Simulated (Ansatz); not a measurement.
Calculated with Ansatz (gas phase, PBE0-D4/def2-TZVP geometries, no zero-point term in ΔE). CBS: MP2 limit from def2 TZ/QZ plus the TZ coupled-cluster correction, frozen cores. This one scheme is used for every species. Functionals use def2-TZVPP. B3LYP here is the variant with VWN-RPA as its local correlation; programs differ in this. HSE06 is defined as in plane-wave codes. def2 core potentials past Kr. For Mo outer-core shells are correlated without core-valence functions, which leaves a few kJ/mol of doubt a bond. Each species was taken in one conformer, which may not be the lowest.

Consider the ligand exchange at a Mo–C bond: `[CH3][Mo](=[O])(=[O])[F]` + `CNC` → `C[N](C)[Mo](=[O])(=[O])[F]` + CH₄.

```json
{"level": "LDA (SPW92)", "ΔE (kJ/mol)": "-117.1", "difference from CCSD(T)/CBS": "-6.8"}
{"level": "PBE-D4", "ΔE (kJ/mol)": "-114.1", "difference from CCSD(T)/CBS": "-3.8"}
{"level": "revPBE-D4", "ΔE (kJ/mol)": "-116.3", "difference from CCSD(T)/CBS": "-6.0"}
{"level": "BLYP-D4", "ΔE (kJ/mol)": "-122.3", "difference from CCSD(T)/CBS": "-12.0"}
{"level": "B97M-V", "ΔE (kJ/mol)": "-113.5", "difference from CCSD(T)/CBS": "-3.2"}
{"level": "PBE0-D4", "ΔE (kJ/mol)": "-108.0", "difference from CCSD(T)/CBS": "2.3"}
{"level": "B3LYP-D4", "ΔE (kJ/mol)": "-116.4", "difference from CCSD(T)/CBS": "-6.1"}
{"level": "r2SCANh-D4", "ΔE (kJ/mol)": "-113.4", "difference from CCSD(T)/CBS": "-3.1"}
{"level": "r2SCAN0-D4", "ΔE (kJ/mol)": "-109.2", "difference from CCSD(T)/CBS": "1.1"}
{"level": "HSE06-D4", "ΔE (kJ/mol)": "-107.9", "difference from CCSD(T)/CBS": "2.4"}
{"level": "BHLYP-D4", "ΔE (kJ/mol)": "-109.6", "difference from CCSD(T)/CBS": "0.7"}
{"level": "CAM-B3LYP-D4", "ΔE (kJ/mol)": "-111.6", "difference from CCSD(T)/CBS": "-1.3"}
{"level": "ωB97X-V", "ΔE (kJ/mol)": "-105.2", "difference from CCSD(T)/CBS": "5.1"}
{"level": "ωB97M-V", "ΔE (kJ/mol)": "-103.1", "difference from CCSD(T)/CBS": "7.2"}
{"level": "B2PLYP", "ΔE (kJ/mol)": "-113.4", "difference from CCSD(T)/CBS": "-3.1"}
{"level": "PBE", "ΔE (kJ/mol)": "-107.6", "difference from CCSD(T)/CBS": "2.7"}
{"level": "revPBE", "ΔE (kJ/mol)": "-103.1", "difference from CCSD(T)/CBS": "7.2"}
{"level": "r2SCAN", "ΔE (kJ/mol)": "-114.2", "difference from CCSD(T)/CBS": "-3.9"}
{"level": "PBE0", "ΔE (kJ/mol)": "-102.1", "difference from CCSD(T)/CBS": "8.2"}
{"level": "B3LYP", "ΔE (kJ/mol)": "-106.2", "difference from CCSD(T)/CBS": "4.1"}
{"level": "r2SCAN0", "ΔE (kJ/mol)": "-106.8", "difference from CCSD(T)/CBS": "3.5"}
{"level": "HSE06", "ΔE (kJ/mol)": "-102.3", "difference from CCSD(T)/CBS": "8.0"}
{"level": "BHLYP", "ΔE (kJ/mol)": "-100.7", "difference from CCSD(T)/CBS": "9.6"}
{"level": "CAM-B3LYP", "ΔE (kJ/mol)": "-105.4", "difference from CCSD(T)/CBS": "4.9"}
{"level": "LC-ωPBE", "ΔE (kJ/mol)": "-98.6", "difference from CCSD(T)/CBS": "11.7"}
{"level": "RPA@PBE/def2-TZVPP", "ΔE (kJ/mol)": "-110.4", "difference from CCSD(T)/CBS": "-0.1"}
{"level": "HF/def2-SVP", "ΔE (kJ/mol)": "-99.1", "difference from CCSD(T)/CBS": "11.2"}
{"level": "MP2/def2-SVP", "ΔE (kJ/mol)": "-139.4", "difference from CCSD(T)/CBS": "-29.1"}
{"level": "CCSD/def2-SVP", "ΔE (kJ/mol)": "-117.9", "difference from CCSD(T)/CBS": "-7.6"}
{"level": "CCSD(T)/def2-SVP", "ΔE (kJ/mol)": "-127.0", "difference from CCSD(T)/CBS": "-16.7"}
{"level": "HF/def2-TZVPP", "ΔE (kJ/mol)": "-86.8", "difference from CCSD(T)/CBS": "23.5"}
{"level": "MP2/def2-TZVPP", "ΔE (kJ/mol)": "-124.5", "difference from CCSD(T)/CBS": "-14.2"}
{"level": "SCS-MP2/def2-TZVPP", "ΔE (kJ/mol)": "-117.0", "difference from CCSD(T)/CBS": "-6.7"}
{"level": "CCSD/def2-TZVPP", "ΔE (kJ/mol)": "-102.3", "difference from CCSD(T)/CBS": "8.0"}
{"level": "CCSD(T)/def2-TZVPP", "ΔE (kJ/mol)": "-111.0", "difference from CCSD(T)/CBS": "-0.7"}
{"level": "HF/def2-QZVPP", "ΔE (kJ/mol)": "-87.0", "difference from CCSD(T)/CBS": "23.3"}
{"level": "MP2/def2-QZVPP", "ΔE (kJ/mol)": "-124.2", "difference from CCSD(T)/CBS": "-13.9"}
{"level": "HF/CBS(def2)", "ΔE (kJ/mol)": "-87.0", "difference from CCSD(T)/CBS": "23.3"}
{"level": "MP2/CBS(def2)", "ΔE (kJ/mol)": "-123.8", "difference from CCSD(T)/CBS": "-13.5"}
{"level": "CCSD/CBS(def2)", "ΔE (kJ/mol)": "-101.6", "difference from CCSD(T)/CBS": "8.7"}
{"level": "CCSD(T)/CBS", "ΔE (kJ/mol)": "-110.3", "difference from CCSD(T)/CBS": "0"}
```

Largest T1 diagnostic among the species: 0.025, so the coupled-cluster value is less sure than usual.

The D4 term adds −10.2 kJ/mol with B3LYP and −5.9 kJ/mol with PBE0; it sums over pairs of atoms, weighted by their polarisabilities, and B3LYP, whose exchange is more repulsive, gets the larger term. From PBE to PBE0 (25 % exact exchange), in def2-TZVPP and without D4, ΔE moves by +5.5 kJ/mol.
